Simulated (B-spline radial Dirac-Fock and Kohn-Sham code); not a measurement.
Auger decay of the M1 hole in Zr⁺

System: Zr⁺, 1s2 2s2 2p6 3s2 3p6 3d10 4s2 4p6 4d2 5s1, inside a Watson sphere of charge -1 and radius 1.8 Å (a model of the Madelung potential; inside it an electron's potential energy is raised by 8.0 eV).

These are calculated numbers from a B-spline atomic structure program; the model is independent-particle rates on relativistic LDA orbitals of the hole state (multipoles up to L = 3, Coulomb Auger matrix elements, transition energies from Dirac-Fock). Kinetic energies are configuration averages from the vacuum level; the two-hole energies are estimated from single-hole states.

```
transition  kinetic energy (eV)  width (meV)  share (%)
   M1-M2N1                    –          643        7.7
   M1-M3N1                    –         1080       13.0
   M1-M2N2                32.39          542        6.5
   M1-M2N3                33.87         1150       13.8
   M1-M3N2                45.69         1060       12.8
   M1-M3N3                47.96         1750       21.1
   M1-M3N5                81.89          125        1.5
   M1-M4N1                    –          364        4.4
   M1-M5N1                    –          539        6.5
   M1-M5N3                201.9          125        1.5
```

A dash stands for an energy that rests on an unreliable hole state.

Coster-Kronig rates are the weakest part of this model and often come out 1.5 to 2.5 times too large. Channels within a few eV of threshold rest on estimated energies and may be closed in reality. The listed channels hold 89 % of the non-radiative rate. Summed by principal shells, of 8.33 eV in all: MMN 93.6 %, MMM 3.1 %, MMO 1.7 %, MNN 1.6 %.
